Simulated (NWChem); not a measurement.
System: MgSi2H6; SMILES [SiH3][Mg][SiH3]

Here is an NWChem input.

```
start job
memory heap 200 mb stack 900 mb global 1100 mb
geometry units angstroms noautosym nocenter noautoz
  Mg    -0.000152    -0.000006     0.000141
  Si    -0.000638     2.592634     0.000302
  H     -1.254191     3.184230     0.607952
  H      0.099592     3.184969    -1.388829
  H      1.151960     3.185170     0.781970
  Si    -0.000677    -2.592648     0.000223
  H      0.902840    -3.185210    -1.059553
  H     -1.370601    -3.184319    -0.252476
  H      0.465051    -3.184866     1.312842
end
basis spherical
  * library 6-31g*
end
dft
  xc xwpbe 1.00 cpbe96 1.0 hfexch 1.00
  cam 0.2 cam_alpha 0.0 cam_beta 1.0
  iterations 150
  vectors input atomic output neutral.movecs
end
task dft energy
charge 1
dft
  odft
  mult 2
  vectors input atomic output cation.movecs
end
task dft energy
```

Geometry: optimised at PBE-D3(BJ)/def2-SVP.

Ions are spin-unrestricted doublets at the neutral geometry; other ion states weren't tried. Functional: LC-ωPBE (HJS hole) with 6-31G*; the question gives the range parameter ω in 1/bohr.

**Question.** Predict the main results of this run. (LC-wPBE (HJS exchange hole, range parameter 0.2 per bohr)/6-31G* (spherical d), vertical spin-unrestricted ions.) Quantities: vertical ionisation energy, ΔSCF (eV); −ε(HOMO) (eV).

**Answer.** The vertical ionisation energy, ΔSCF (eV) is 8.36 and the −ε(HOMO) (eV) comes out as 7.96.
